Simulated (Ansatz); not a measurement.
A made-up structure of CH5GeN, closed shell:

```xyz
8
angstrom
C -0.4930 1.1093 -0.9298
N 0.1878 0.0517 -0.9439
Ge 0.4273 -0.9005 0.6392
H -0.9772 1.5390 -0.0373
H -0.6374 1.6738 -1.8590
H 0.8417 -0.6923 -1.1876
H 1.9363 -0.9759 0.9070
H -0.1434 -2.3079 0.4204
```

It is relaxed with PBE-D4/def2-SVP and then PBE0-D4/def2-TZVP (Ansatz 0.2.0). Atoms count as bonded within 1.22 times the sum of their covalent radii (H–H: 0.88 Å). The end point is not checked to be a true minimum.

Problem. Does its bonding change? (A judgement: the text doesn't fix the answer.)

Solution. By the calculation: No: no bond forms or breaks.

Where it ends: The first stage lowers the energy by 2.85 eV in 30 steps. It ends as CH₅GeN ([CH2][NH][GeH2]):
C1  (-0.169, 1.058, -0.934)
N2  (-0.179, -0.208, -0.810)
Ge3  (0.088, -1.389, 0.824)
H4  (0.225, 1.657, -0.118)
H5  (-0.548, 1.554, -1.824)
H6  (-0.554, -0.706, -1.613)
H7  (1.058, -0.296, 1.451)
H8  (1.221, -2.173, 0.034)
(Å)

Labels in which every atom is bracketed show which atoms are joined, not bond orders.

For scale, one of the runs: PBE0-D4/def2-TZVP relaxation, 140 basis functions, launched by `ansatz run in.yaml --threads 2 --pin off --events-out ev --progress --plain --max-ram 4352MiB`. Hardware: 2 CPU threads of an Arm Neoverse V2, shared host. Wall time about 31 s.
